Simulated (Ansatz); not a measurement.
Relaxation of FH4NS2Si (9 atoms, charge 0, multiplicity 1), to a largest force component of 0.015 eV/Å in at most 40 steps.

Level of theory: Ansatz 0.2.0, RKS PBE0/def2-SVP.

```xyz
9
Properties=species:S:1:pos:R:3
N 1.028 -1.098 0.654
Si -0.072 -0.689 -0.638
F 0.631 0.475 -1.475
S -1.813 0.071 0.191
S -1.189 1.759 1.090
H 0.359 -1.375 1.427
H 1.487 -1.943 0.383
H -0.223 -1.869 -1.482
H -1.174 2.614 0.095
```

Question: Where does it end, and by what steps?

Answer: The forces met the threshold. The force dipped under the threshold on the way, but the program's further checks kept it going. After 20 steps the energy has fallen by 0.578 eV; H6 moved furthest, 0.80 Å.

```
step  energy less start (eV)  largest force component (eV/Å)  accepted
   0                  0.0000                           2.165       yes
   1                 -0.3517                           1.297       yes
   2                 -0.3960                           0.574       yes
   3                 -0.4610                           0.524       yes
   4                 -0.4866                           0.591       yes
   5                 -0.4851                           1.026        no
   6                 -0.5176                           0.332       yes
   7                 -0.5368                           0.173       yes
   8                 -0.5215                           0.555        no
   9                 -0.5489                           0.117       yes
  10                 -0.5574                           0.169       yes
  11                 -0.5648                           0.116       yes
  12                 -0.5671                           0.352       yes
  13                 -0.5724                           0.176       yes
  14                 -0.5727                           0.142       yes
  15                 -0.5757                           0.083       yes
  16                 -0.5772                           0.065       yes
  17                 -0.5775                           0.026       yes
  18                 -0.5777                           0.012       yes
  19                 -0.5777                           0.024       yes
  20                 -0.5777                           0.011       yes
```

```xyz
9
Properties=species:S:1:pos:R:3
N 0.719 -1.282 0.659
Si -0.119 -0.763 -0.728
F 0.705 0.353 -1.585
S -1.998 0.124 -0.176
S -1.269 1.467 1.262
H 0.747 -0.677 1.474
H 1.557 -1.847 0.576
H -0.396 -1.888 -1.652
H -0.912 2.460 0.413
```

The run took 110 s on 2 threads of Arm Neoverse N1 (shared host), peak memory 0.22 GiB.
